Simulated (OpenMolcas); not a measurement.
V2+ with its 6 nearest fluoride ions at 2.043 Å, on the Ga site of K2NaGaF6 (a = 8.246 Å, distance in the model lattice 1.938 Å). The rest of the host is ab initio model potentials to 7.6 Å, with orthogonalisation functions on the cations behind the ligands, and point charges beyond; the distance is set by hand and nothing relaxes, and no local charge compensation is placed. Ligand basis ANO-RCC-VDZP.
```
V     0.0000    0.0000    0.0000
F     2.0430    0.0000    0.0000
F     0.0000    2.0430    0.0000
F    -2.0430    0.0000    0.0000
F     0.0000   -2.0430    0.0000
F     0.0000    0.0000    2.0430
F     0.0000    0.0000   -2.0430
```

```
Program             : OpenMolcas
Method              : CASSCF
Basis               : ANO-RCC-VTZP [6s5p3d2f1g]
Scalar Hamiltonian  : DKH2, point nucleus
Active space        : 3 electrons in 5 orbitals (3d)
State averaging     : 2S+1 = 4 even, 10 roots; 2S+1 = 2 even, 40 roots
Spin-orbit coupling : RASSI with atomic mean-field integrals over the reference wave functions
```

(1) What is the spin-free ground state (labels of O, the rotations of Oh)?

(2) Where is the first state of the same spin?

(3) What are the lowest two levels with spin-orbit coupling?

(4) What is χT at 300 K, and how does it compare with the textbook value?

(5) Which ligand-field parameters describe the states?

Answers

(1) 4A2, 1-fold in its orbital part, 100 % from free-ion F terms; it has the highest spin that d3 allows.

(2) 4T2 at 12500 cm-1 above the ground state.

(3) A 4-fold level Γ8, then a 2-fold level Γ7 12452 cm-1 above it. Their leading multiplicities are 4 (100 %) and 4 (100 %).

(4) The lowest level has 2S+1 = 4, for which the spin-only value is χT = S(S+1) / 2 = 1.875 cm3 K/mol (g = 2). The computed 1.858 at 300 K differs by -0.017, through a little spin-orbit mixing out of the ground term, against the free-electron g of 2.0023, which raises it.

(5) A least-squares ligand-field fit to the states below 45000 cm-1, each weighted by its degeneracy and with a free common offset, gives 10Dq = 12937 cm-1, B = 954 cm-1 and C = 3484 cm-1 (C/B = 3.65), with an rms deviation of 192 cm-1. The same method and metal basis give the free ion B = 959 cm-1 (fit to its terms below 60000 cm-1, rms deviation 74 cm-1), so the nephelauxetic ratio is β = 954 / 959 = 0.99; it hangs on how both fits weigh the states, and computed free-ion B values tend to be too large, so β mixes covalency with correlation.

Without dynamic correlation the repulsion within the d shell is too large (B by tens of per cent), so at a given field states of lower spin stand too high. Ligand-to-metal charge-transfer states are missing. With no ligand orbital active B as a rule stays too high, so bands that hang on it stand too high and its fall with covalency is understated. With metal d orbitals alone and no dynamic correlation 10Dq can be off by a tenth to a fifth, either way, in oxide and fluoride hosts. No measured value stands beside these numbers; the geometry was set by hand and not optimised.
